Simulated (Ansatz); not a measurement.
`C[O][Al]([F])[F]` and `[F][Al]([F])[O][SiH3]` differ in one element.

Ansatz, PBE0-D4/def2-TZVP geometries, multiplicity 1. Each molecule was computed in one conformer, which needn't be the lowest.

```tsv
property	`C[O][Al]([F])[F]`
HOMO energy (PBE/def2-TZVPP) / eV	-7.16
HOMO–LUMO gap (PBE0/def2-TZVPP) / eV	7.77
HOMO energy (ωB97M-V/def2-TZVPP) / eV	-11.15
LUMO energy (PBE0/def2-TZVPP) / eV	-0.96
HOMO energy (PBE0/def2-TZVPP) / eV	-8.73
HOMO–LUMO gap (B3LYP/def2-TZVPP) / eV	7.19
```

Problem. Give the same properties after the change, and the shifts. (Estimate.)

Solution. Computed: 
```tsv
property	`[F][Al]([F])[O][SiH3]`	shift
HOMO energy (PBE/def2-TZVPP) / eV	-7.69	-0.53
HOMO–LUMO gap (PBE0/def2-TZVPP) / eV	7.92	0.15
HOMO energy (ωB97M-V/def2-TZVPP) / eV	-11.45	-0.30
LUMO energy (PBE0/def2-TZVPP) / eV	-1.23	-0.27
HOMO energy (PBE0/def2-TZVPP) / eV	-9.15	-0.42
HOMO–LUMO gap (B3LYP/def2-TZVPP) / eV	7.37	0.18
```

With PBE0 the HOMO falls by 0.42 eV and the LUMO falls by 0.27 eV, so the gap widens by about 0.15 eV. PBE moves the HOMO by -0.53 eV and ωB97M-V by -0.30 eV.

B3LYP here is the variant with VWN-RPA as its local correlation; programs differ in this.
